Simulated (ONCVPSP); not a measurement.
# LDA (Perdew-Zunger) ONCV dataset for fluorine (F), scalar-relativistic all-electron reference.

ONCVPSP 4.0.1 was run on this input:

```
# ATOM AND REFERENCE CONFIGURATION
# atsym  z   nc   nv     iexc    psfile
  F 9.00    1    2        3      upf
#
#   n    l    f
    1    0    2.00
    2    0    2.00
    2    1    5.00
#
# PSEUDOPOTENTIAL AND OPTIMIZATION
# lmax
    2
#
#   l,   rc,      ep,       ncon, nbas, qcut
    0    0.75    0.00    3    7    7.30
    1    1.60    0.00    4    7    8.00
    2    1.40    0.38    4    8    7.00
#
# LOCAL POTENTIAL
# lloc, lpopt,  rc(5),   dvloc0
    4    4    0.65    0.00
#
# VANDERBILT-KLEINMAN-BYLANDER PROJECTORs
# l, nproj, debl
    0    2    0.60
    1    1    1.00
    2    2    3.90
#
# MODEL CORE CHARGE
# icmod, fcfact, rcfact
    0    0.00    0.00
#
# LOG DERIVATIVE ANALYSIS
# epsh1, epsh2, depsh
   -3.00    5.00    0.02
#
# OUTPUT GRID
# rlmax, drl
    6.00    0.01
#
# TEST CONFIGURATIONS
# ncnf
    4
# nvcnf
#   n    l    f
    2
    2    0    2.00
    2    1    4.00
#
    2
    2    0    2.00
    2    1    3.00
#
    2
    2    0    2.00
    2    1    2.00
#
    2
    2    0    1.00
    2    1    5.00
#
```

Command:

```bash
oncvpsp.x < F.dat > F.out
```

The program printed (shortened: citation, most of the input echo, consistency checks and plot data are left out):

```
ONCVPSP  (Optimized Norm-Conservinng Vanderbilt PSeudopotential)
scalar-relativistic version 4.0.1

#   n    l    f        energy (Ha)
    1    0    2.00    -2.4216546E+01
    2    0    2.00    -1.0895002E+00
    2    1    5.00    -4.1506888E-01

Reference configufation results
  iterations    19
  all-electron total energy (Ha)   -9.91868334D+01

Begin loop to  construct optimized pseudo wave functions
and semi-local pseudopoentials for all angular momenta

WARNING wellstate: negative energy specified for n= 3 l=  0
WARNING scattering state with energy  0.25000000
WARNING will be used for the first projector

   Wellstate for l =  0  n =  3
     eigenvalue =   0.2500
     asymptotic potential =   0.7500
     half-point radius =  4.6728

Calculating optimized projector #   1

 for l=   0

    Fraction of norm inside rc  0.321260
    Optimizing pswf for qcut=   7.29 a_B^-1,  ecut=  26.59 Ha
    Residual kinetic energy error=  1.11D-02 Ha

    Energy error per electron        Cutoff
         Ha          eV             Ha
         0.01000     0.27211       27.48
         0.00100     0.02721      204.96
         0.00010     0.00272      337.34

Calculating optimized projector #   2

 for l=   0

    Fraction of norm inside rc  0.036412
    Optimizing pswf for qcut=   7.29 a_B^-1,  ecut=  26.59 Ha
    Residual kinetic energy error=  1.69D-03 Ha

    Energy error per electron        Cutoff
         Ha          eV             Ha
         0.01000     0.27211        6.27
         0.00100     0.02721       30.48
         0.00010     0.00272      201.05
         0.00001     0.00027      442.05

Calculating optimized projector #   1

 for l=   1

    Fraction of norm inside rc  0.819940
    Optimizing pswf for qcut=   7.99 a_B^-1,  ecut=  31.95 Ha
    Residual kinetic energy error=  2.23D-05 Ha

    Energy error per electron        Cutoff
         Ha          eV             Ha
         0.01000     0.27211       20.77
         0.00100     0.02721       25.55
         0.00010     0.00272       29.47
         0.00001     0.00027       42.67

   Wellstate for l =  2  n =  3
     eigenvalue =   0.3800
     asymptotic potential =   0.8800
     half-point radius =  6.4056

   Wellstate for l =  2  n =  5
     eigenvalue =   4.2800
     asymptotic potential =   4.7800
     half-point radius =  3.1062

Calculating optimized projector #   1

 for l=   2

    Fraction of norm inside rc  0.007014
    Optimizing pswf for qcut=   6.99 a_B^-1,  ecut=  24.44 Ha
    Residual kinetic energy error=  1.95D-06 Ha

    Energy error per electron        Cutoff
         Ha          eV             Ha
         0.01000     0.27211        1.48
         0.00100     0.02721        5.30
         0.00010     0.00272       12.75
         0.00001     0.00027       19.75

Calculating optimized projector #   2

 for l=   2

    Fraction of norm inside rc  0.148799
    Optimizing pswf for qcut=   6.99 a_B^-1,  ecut=  24.44 Ha
    Residual kinetic energy error=  1.45D-03 Ha

    Energy error per electron        Cutoff
         Ha          eV             Ha
         0.01000     0.27211       18.17
         0.00100     0.02721       25.66
         0.00010     0.00272       52.34
         0.00001     0.00027      135.19

Construct Vanderbilt / Kleinmman-Bylander projectors

B matrix Hermiticity error, ll=   0
   1   2    6.1322E-05

  Orthonormal projector coefficients  8.6169E+01  8.0359E+00

B matrix Hermiticity error, ll=   2
   1   2   -2.0980E-05

  Orthonormal projector coefficients -5.9871E+00 -2.9688E+00

Pseudoatom total energy  -23.458594

Diagnostic tests using Vanderbilt-Kleinman-Bylander pseudopotentials
  1 or more projectors used as specified by nproj input data

   l    rcore       rmatch      e in        delta e   norm test  slope test

   0   0.7525286   0.7753770  -1.0895002   0.0002301   1.0001073   1.0100893
   0   0.7525286   0.7753770   0.2500000   0.0008869   1.0001756   1.0001756

   1   1.6086685   1.6575111  -0.4150689  -0.0000017   0.9999976   1.0000043

   2   1.4018870   1.4444513   0.3800000   0.0000098   1.0000393   1.0000393
   2   1.4018870   1.4444513   4.2800000   0.0000003   1.0002706   1.0002706

 Testing for bound ghosts
   n   l    E NL Schr. Eq   E Basis Diag.   E Cutoff

   1   0       -1.089270       -1.012610    329.40

   2   1       -0.415071       -0.413998     59.71

 Testing for highly-localized positive-energy ghosts
       l    <radius>/rc     E Basis Diag.   E Cutoff

       0        0.663449      336.820823    329.40  WARNING - GHOST(+)

Test configuration 0

   n   l     f        eae           eps        diff
   1   0  2.0000  -24.21654568
   2   0  2.0000   -1.08950024   -1.08927015    2.30D-04
   2   1  5.0000   -0.41506888   -0.41507061   -1.73D-06

    Total energies and differences
      AE_ref= -9.91868334D+01  AE_tst= -9.91868334D+01  dif=  0.00D+00
      PS_ref= -2.34585935D+01  PS_tst= -2.34585935D+01  dif=  1.42D-14
      PSP excitation error= -1.42D-14

Test configuration 1

   n   l     f        eae           eps        diff
   1   0  2.0000  -24.97787630
   2   0  2.0000   -1.72983172   -1.73174813   -1.92D-03
   2   1  4.0000   -1.04570228   -1.04035590    5.35D-03

    Total energies and differences
      AE_ref= -9.91868334D+01  AE_tst= -9.84681954D+01  dif=  7.19D-01
      PS_ref= -2.34585935D+01  PS_tst= -2.27417141D+01  dif=  7.17D-01
      PSP excitation error=  1.76D-03

Test configuration 2

   n   l     f        eae           eps        diff
   1   0  2.0000  -25.93642882
   2   0  2.0000   -2.48448377   -2.48170601    2.78D-03
   2   1  3.0000   -1.80488364   -1.77835941    2.65D-02

    Total energies and differences
      AE_ref= -9.91868334D+01  AE_tst= -9.70528955D+01  dif=  2.13D+00
      PS_ref= -2.34585935D+01  PS_tst= -2.13405041D+01  dif=  2.12D+00
      PSP excitation error=  1.58D-02

Test configuration 3

   n   l     f        eae           eps        diff
   1   0  2.0000  -27.07705974
   2   0  2.0000   -3.33522745   -3.31360421    2.16D-02
   2   1  2.0000   -2.67685818   -2.60246489    7.44D-02

    Total energies and differences
      AE_ref= -9.91868334D+01  AE_tst= -9.48210372D+01  dif=  4.37D+00
      PS_ref= -2.34585935D+01  PS_tst= -1.91563620D+01  dif=  4.30D+00
      PSP excitation error=  6.36D-02

Test configuration 4

   n   l     f        eae           eps        diff
   1   0  2.0000  -24.97535448
   2   0  1.0000   -1.73631069   -1.74634547   -1.00D-02
   2   1  5.0000   -1.04929414   -1.05455516   -5.26D-03

    Total energies and differences
      AE_ref= -9.91868334D+01  AE_tst= -9.77826178D+01  dif=  1.40D+00
      PS_ref= -2.34585935D+01  PS_tst= -2.20501090D+01  dif=  1.41D+00
      PSP excitation error= -4.27D-03
```

The run took about 1.9 s on one core of a shared server CPU.
